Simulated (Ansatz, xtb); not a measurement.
# H3LiSeSi: which of two structures lies lower

Structure a is a singlet given by its coordinates and structure b is a singlet given by its coordinates. Both are isolated molecules in the gas phase, relaxed with r2SCAN-D4/def2-TZVP.

a (Å):

```tsv
atom	x (Å)	y (Å)	z (Å)
Li	2.3654	-1.2530	-0.2365
Se	0.7434	-1.0130	1.6353
Si	0.0747	-1.9380	-0.5778
H	-0.9953	-0.9027	-0.8083
H	-0.7744	-3.0862	-0.1063
H	1.2536	-2.3008	2.1294
```

Close contacts (Å): Li1–Se2 2.49, Li1–Si3 2.42, Se2–Si3 2.49, Se2–H6 1.47, Si3–H4 1.51, Si3–H5 1.50.

b (Å):

```xyz
6

Li    0.7337   -1.2845   -1.6273
Se   -0.0360   -3.2894   -0.7490
Si    0.3847   -1.8294    0.8566
H    -0.7681   -1.3382    1.6582
H     0.8851   -0.5495    0.1524
H     1.4920   -2.1443    1.7988
```

Close contacts (Å): Li1–Se2 2.32, Li1–Si3 2.57, Se2–Si3 2.21, Li1–H5 1.93, Si3–H4 1.49, Si3–H5 1.54, Si3–H6 1.49.

**Question.** Estimate E(b) − E(a) at the level CCSD(T)/def2-TZVPP.

**Answer.** Calculated at CCSD(T)/def2-TZVPP: E(b) − E(a) = −137.4 kJ/mol, so structure b lies lower.

Level by level:

```csv
level,geometry,E(b) − E(a) (kJ/mol),departure from the last row (kJ/mol),"job, with rough time for the two"
r2SCAN-D4/def2-TZVP,r2SCAN-D4/def2-TZVP,−141.7,−4.2,"optimisation, 90 s"
HF/def2-TZVPP,r2SCAN-D4/def2-TZVP,−156.5,−19.0,part of the CCSD(T) run
MP2/def2-TZVPP,r2SCAN-D4/def2-TZVP,−150.9,−13.5,part of the CCSD(T) run
CCSD(T)/def2-TZVPP,r2SCAN-D4/def2-TZVP,−137.4,,"single point, 43 s"
```

The levels shown agree on the order. The largest departure from CCSD(T)/def2-TZVPP is that of HF/def2-TZVPP, 19.0 kJ/mol. Levels run at GFN2-xTB geometries aren't shown.

With harmonic frequencies from r2SCAN-D4/def2-TZVP (ideal gas, rigid rotor, one conformer each, 298.15 K, 1 atm): the zero-point term adds +6.2 kJ/mol; ΔH is −133.5 and ΔG −128.9 kJ/mol.

The correlated steps freeze 14 core orbitals; the filled d shell of Se is correlated; the last core shell of Li is correlated, in a basis made for valence electrons. Mirror images aren't counted in ΔG. Programs: Ansatz 0.2.0; the last row on 2 threads of Arm Neoverse V2 on a shared host.
